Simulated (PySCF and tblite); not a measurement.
Values are calculated unless marked as measured or tabulated.
System: C6H7NO2, numbered as in [O:1]=[CH:2][NH:3][C:4]1=[C:5]([CH:6]=[O:7])[CH2:8][CH2:9]1.

For the rotation about the C4–N3 bond (torsion C5–C4–N3–C2 from -180° to -27°, rising): electronic barrier 15.18 kcal/mol, zero-point change -0.89 kcal/mol, thermal and entropy terms at 200 K a further 0.11 kcal/mol (symmetry numbers apart). The minimum is Cs, the saddle C1. Level: PBE0/pcSseg-1 + D3(BJ) on GFN2-xTB stationary points, with GFN2-xTB thermal terms. Rates follow Eyring's equation with the number of equivalent paths and no tunnelling. Run with tblite and PySCF.

Q: How many equivalent paths lead out of the minimum?

A: 2: the symmetry number of the minimum is 1, that of the saddle displaced along its mode 1, and the displaced saddle is chiral while the minimum is not, which doubles the count.

Q: Work out the rate at 200 K.

A: ΔG‡ = 14.40 kcal/mol; k_B T/h = 4.2×10¹² s⁻¹; exp(−ΔG‡/RT) = 1.8×10⁻¹⁶; times 2 gives k = 0.0015 s⁻¹. Wigner's tunnelling factor for the 126i cm⁻¹ mode would be 1.03.
